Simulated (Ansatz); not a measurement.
H₇NSi₂, singlet, geometry from GFN2-xTB of the parent state; MP2/STO-3G in Ansatz (a program for electronic structure).

Here is a job for Ansatz.
Ansatz 0.2 input:
```yaml
crystal:
  periodic: [false, false, false]
  atoms:
    - {symbol: Si, position_ang: [1.61020685, -0.06981424, 0.15318059]}
    - {symbol: N, position_ang: [-0.07554875, -0.50750015, -0.30506465]}
    - {symbol: Si, position_ang: [-1.51933345, 0.33207287, -0.04579283]}
    - {symbol: H, position_ang: [2.17352014, -1.20371441, -0.73162066]}
    - {symbol: H, position_ang: [1.18092653, 1.29518758, 0.69180555]}
    - {symbol: H, position_ang: [2.10678990, -0.63600576, 1.45820873]}
    - {symbol: H, position_ang: [-0.12425191, -1.28894166, -0.94326770]}
    - {symbol: H, position_ang: [-2.63063371, -0.55357444, -0.48159288]}
    - {symbol: H, position_ang: [-1.76361176, 1.62045103, -0.75044676]}
    - {symbol: H, position_ang: [-1.68612541, 0.64747801, 1.38893781]}
basis:
  gaussian:
    orbitals: STO-3G
magnetization: {spin_polarized: false}
correlation: {method: mp2}
```

What the program printed (banner, timings and long lists left out):

```
Functional definition: HF
359 factors; integrals over basis functions are off by at most 3.1e-5 eV
mean field evaluation 1: about -17113.4364 eV, gradient 1.9e1 eV
mean field evaluation 2: about -17113.5029 eV, gradient 1.9e1 eV
mean field evaluation 4: about -17114.7458 eV, gradient 1.2e0 eV
mean field evaluation 8: about -17114.7538 eV, gradient 1.5e-2 eV
mean field -17114.75383649 eV, -628.9556026942 hartree, gradient 1.6e-6 eV, S^2 0.000000; 0 other end points of the search recorded, 0 dependent functions left out
11 core orbitals not correlated
reference -17114.75383649 eV, -628.9556026942 hartree; 10, 10 occupied and 9, 9 virtual orbitals, 359 factors
second order -3.72651439 eV of doubles, -0.00000000 eV of singles
Total energy: -17118.48035088 eV, -629.0925495723 hartree
```
